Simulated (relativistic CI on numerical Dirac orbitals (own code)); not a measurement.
## Er3+: 5s photoemission

Computed with this model: Dirac-Coulomb-Breit CI, orbitals from a KLI potential per configuration, a model potential for QED, valence Slater integrals scaled by 0.8, multiplet model of photoemission in the sudden approximation; configurations [Xe] 4f11 → [Kr] 4d10 4f11 5s 5p6; 300 K; Lorentzian 1.05 eV and Gaussian 0.6 eV FWHM. Energies are those of the free ion, without screening or charge transfer. The energies are binding energies and can lie tens of eV above those of solids. Without intra-shell correlation the exchange splitting of an s hole comes out too large, often by half or more. S is read from ⟨S²⟩ = S(S + 1).

free ion: ground-state S = 1.48, centroid 91.91 eV. Peaks (eV, height): 91.2 (100), 93.2 (52).

Strongest unbroadened transitions for free ion:

| Energy (eV) | Relative strength |
| --- | --- |
| 91.19 | 100.0 |
| 91.76 | 34.5 |
| 93.33 | 53.6 |
| 94.96 | 0.1 |
| 95.23 | 0.2 |
